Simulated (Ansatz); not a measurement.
C₄H₁₂Ge, charge +1, doublet, at a GFN2-xTB geometry (a state made from the parent by changing its charge; the spin is typed, not shown lowest); PBE0/6-31G in Ansatz (an electronic-structure program).

Input for Ansatz:
Ansatz 0.2 input:
```yaml
crystal:
  periodic: [false, false, false]
  atoms:
    - {symbol: Ge, position_ang: [0.47591856, 1.09788109, 0.13075048]}
    - {symbol: C, position_ang: [-0.40539331, -0.93518868, -0.11137487]}
    - {symbol: C, position_ang: [-0.54460362, -1.38233084, 1.30899685]}
    - {symbol: C, position_ang: [0.64518900, -1.63323048, -0.91498293]}
    - {symbol: C, position_ang: [-1.68278269, -0.63435836, -0.82869555]}
    - {symbol: H, position_ang: [1.76686455, 0.83459578, 0.85108805]}
    - {symbol: H, position_ang: [0.63088352, 1.58112379, -1.28247607]}
    - {symbol: H, position_ang: [-0.55661140, 1.83153890, 0.93720880]}
    - {symbol: H, position_ang: [-0.97589732, -2.38876453, 1.32358796]}
    - {symbol: H, position_ang: [0.41770070, -1.44840942, 1.81808874]}
    - {symbol: H, position_ang: [-1.22178465, -0.74494888, 1.87885705]}
    - {symbol: H, position_ang: [1.59663677, -1.69701966, -0.38559780]}
    - {symbol: H, position_ang: [0.79506865, -1.17025642, -1.89107804]}
    - {symbol: H, position_ang: [0.32244988, -2.66255580, -1.10330381]}
    - {symbol: H, position_ang: [-1.51166089, -0.18049875, -1.80557800]}
    - {symbol: H, position_ang: [-2.34957812, -0.00380146, -0.23932946]}
    - {symbol: H, position_ang: [-2.21792183, -1.57254836, -1.00914371]}
basis:
  gaussian:
    orbitals: 6-31G
hamiltonian:
  xc: pbe0
total_charge: 1
magnetization: {spin_polarized: true, initial_magnetization: 1}
```

It wrote (shortened):

```
Functional definition: PBE0
1142 factors; integrals over basis functions are off by at most 4.6e-4 eV
mean field evaluation 1: about -60819.4499 eV, gradient 4.6e1 eV
mean field evaluation 2: about -60816.4127 eV, gradient 5.1e1 eV
mean field evaluation 4: about -60829.9980 eV, gradient 2.2e0 eV
mean field evaluation 8: about -60830.2609 eV, gradient 8.1e-2 eV
mean field evaluation 16: about -60830.2609 eV, gradient 1.4e-4 eV
mean field -60830.26092239 eV, -2235.4708566659 hartree, gradient 2.2e-5 eV, S^2 0.751918; 0 other end points of the search recorded, 0 dependent functions left out
reference -60830.26094794 eV, -2235.4708576050 hartree; 34, 33 occupied and 55, 56 virtual orbitals, 1142 factors
Total energy: -60830.26094794 eV, -2235.4708576050 hartree
```
